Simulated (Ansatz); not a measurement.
Geometry optimisation, DFT PBEsol, scalar-relativistic, plane waves, PAW in Ansatz.

Input file:

```yaml
crystal:
  lattice:
    - [-2.29, -3.966396, 0.0]
    - [3.435, -1.983198, 0.0]
    - [0.0, 0.0, 7.17686]
  atoms:
    - { symbol: Be, position: [0.75, 0.5, 0.0] }
    - { symbol: Be, position: [0.5, 0.3333333, 0.25] }
    - { symbol: Be, position: [0.75, 0.5, 0.5] }
    - { symbol: Be, position: [0.5, 0.3333333, 0.75] }
    - { symbol: Be, position: [0.5, 0.0, 0.0] }
    - { symbol: Be, position: [0.25, 0.8333333, 0.25] }
    - { symbol: Be, position: [0.5, 0.0, 0.5] }
    - { symbol: Be, position: [0.25, 0.8333333, 0.75] }
    - { symbol: Be, position: [0.25, 0.5, 0.0] }
    - { symbol: Be, position: [0.0, 0.3333333, 0.25] }
    - { symbol: Be, position: [0.25, 0.5, 0.5] }
    - { symbol: Be, position: [0.0, 0.3333333, 0.75] }
    - { symbol: Be, position: [0.0, 0.0, 0.0] }
    - { symbol: Be, position: [0.75, 0.8333333, 0.25] }
    - { symbol: Be, position: [0.0, 0.0, 0.5] }
    - { symbol: Be, position: [0.75, 0.8333333, 0.75] }
    - { symbol: H, position: [0.2458662, 0.503031, 0.6934037] }
basis:
  ecutwfc: 420.0
kpoints:
  mp_grid: { grid: [4, 4, 3] }
hamiltonian:
  xc: pbesol
scf:
  occupations: { method: fermi_dirac, width: 0.15 }
  lower_state_search: "off"
relax:
  f_tol: 0.08
  max_steps: 25
  adjacent_minimum: "off"
```

Launched with:

```bash
$ ansatz run input.yaml --threads 1 --pin off --max-ram 3072MiB --backend cpu --events-out ev --progress --plain --runs-dir out
```

Question: Where does it end, and by what steps?

Answer: The forces met the threshold. The threshold is loose, so the end isn't yet a minimum. Limits of this set-up: coarse k mesh, odd electron count without spin. After 4 steps the energy has fallen by 0.310 eV; H17 moved furthest, 0.21 Å.

| step | energy less start (eV) | largest force component (eV/Å) | accepted |
| --- | --- | --- | --- |
| 0 | 0.0000 | 1.427 | yes |
| 1 | -0.1949 | 0.799 | yes |
| 2 | -0.2971 | 0.214 | yes |
| 3 | -0.3042 | 0.153 | yes |
| 4 | -0.3101 | 0.015 | yes |

```xyz
17
Lattice="-2.2900 -3.9664 0.0000 3.4350 -1.9832 0.0000 0.0000 0.0000 7.1769" Properties=species:S:1:pos:R:3
Be -0.001 -3.964 -0.005
Be 0.001 -2.646 1.783
Be -0.002 -3.964 3.560
Be -0.097 -2.704 5.379
Be -1.145 -1.983 -0.016
Be 2.301 -2.649 1.779
Be -1.147 -1.989 3.564
Be 2.410 -2.712 5.372
Be 1.148 -1.983 0.030
Be 1.148 -0.659 1.783
Be 1.150 -1.985 3.557
Be 1.149 -0.546 5.379
Be 0.002 0.003 -0.017
Be 1.143 -4.625 1.774
Be 0.005 0.007 3.564
Be 1.106 -4.603 5.362
H 1.155 -1.989 5.189
```

Time of the run: 34 s on 1 thread of Arm Neoverse V2, on a shared host, peak memory 0.36 GiB.
